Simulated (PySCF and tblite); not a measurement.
Values are calculated unless marked as measured or tabulated.
C₇H₈FNO, numbered as in [N:1]#[C:2][C@:3]1([F:4])[CH2:5][CH2:6][CH2:7][C@@H:8]2[O:9][C@H:10]12.

Level: PBE0-D3(BJ)/pcseg-1 (IEF-PCM, dichloromethane)//GFN2-xTB, thermal terms from GFN2-xTB, symmetry numbers and mirror pairs counted. Conformers within 2.5 kcal/mol (GFN2-xTB free energy) were kept, 3 at most. Codes: tblite and PySCF.

The 6-ring runs over atoms 3–5–6–7–8–10.

| conformer | shape | symmetry | E(GFN2) kcal/mol |
| --- | --- | --- | --- |
| 1 | 6-ring half-chair (ring torsions 68, -49, 16, -1, 18, -51°) | C1 | 0.00 |
| 2 | 6-ring half-chair (ring torsions -67, 55, -22, 0, -11, 43°) | C1 | 0.03 |

(1) Which of these conformers is the most populated at 298.15 K, and with what share?

(2) Give the DFT energies and free energies relative to the lowest, and all weights.

(3) How does its share change from 250 K to 350 K?

Results:

(1) Conformer 2, about 60 %. The lead over the next is within the error of the method.

(2) 
```
conformer                                                        shape  E(DFT) kcal/mol  G(298.15 K) kcal/mol  weight %
        1  6-ring half-chair (ring torsions 68, -49, 16, -1, 18, -51°)             0.26                  0.23      40.3
        2  6-ring half-chair (ring torsions -67, 55, -22, 0, -11, 43°)             0.00                  0.00      59.7
```

(3) From 62 % to 58 %; the mixing entropy goes from 1.32 to 1.35 cal/(mol K).


Conformer gaps in pcseg-1 on xTB geometries can be 2 kcal/mol off for S=O, P=O and other polar bonds.